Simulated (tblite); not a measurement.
A structure optimised at GFN2-xTB (Å):
```
atom  x, y, z in Å
C1     2.3065   -1.7755   -0.3355
C2     1.2029   -0.7910   -0.0601
O3     0.6145   -0.7194    0.9969
O4     0.9119   -0.0204   -1.0731
Si5   -0.2496    1.2269   -0.9221
Si6    1.0496    3.0586   -0.3172
Si7   -1.9346    0.3956    0.4478
Si8   -2.4717   -1.8540    0.2956
H9     3.0703   -1.3155   -0.9566
H10    2.7285   -2.1311    0.5999
H11    1.8851   -2.6199   -0.8793
H12   -0.5533    1.2320   -2.3641
H13    1.5937    3.8243   -1.4465
H14    0.2585    4.0040    0.4764
H15    2.2150    2.6833    0.4956
H16   -3.1340    1.1952    0.0922
H17   -1.6638    0.8185    1.8287
H18   -1.3156   -2.7455    0.4066
H19   -3.4377   -2.2919    1.3087
H20   -3.0813   -2.1633   -1.0066
```

Neutral, closed shell.

Task: Read off the bonds between heavy atoms and their formal orders.

Result: C1–C2 1.50 Å (single); C2–O3 1.21 Å (double); C2–O4 1.31 Å (single); O4–Si5 1.71 Å (single); Si5–Si6 2.33 Å (single); Si5–Si7 2.33 Å (single); Si7–Si8 2.32 Å (single). Bonds to hydrogen (Å): C1–H9 1.09; C1–H10 1.09; C1–H11 1.09; Si5–H12 1.47; Si6–H13 1.47; Si6–H14 1.47; Si6–H15 1.47; Si7–H16 1.48; Si7–H17 1.47; Si8–H18 1.46; Si8–H19 1.47; Si8–H20 1.47.

Task: Which species is it?

Result: `CC(=O)O[Si@H]([SiH3])[SiH2][SiH3]`, C2H12O2Si4.

Task: Name the point group.

Result: C1 (no symmetry element, even within 0.4 Å).

Task: Describe the place of each heavy atom.

Result: C1: methyl carbon next to a carbonyl; C2: carbonyl carbon; O3: carbonyl oxygen; O4: oxygen singly bound to a carbonyl carbon; Si5: oxygen-bound silicon; Si6: SiH3 silicon; Si7: SiH2 silicon; Si8: SiH3 silicon.

Task: What is the arrangement about Si8?

Result: It has 4 neighbours (Si7, H18, H19, H20) and is distorted tetrahedral (angles from 105.4° to 113.8°).

Task: What is the arrangement about O4?

Result: It has 2 neighbours (C2, Si5) and is bent (angle 120.9°).

The numbers are calculated, not measured.
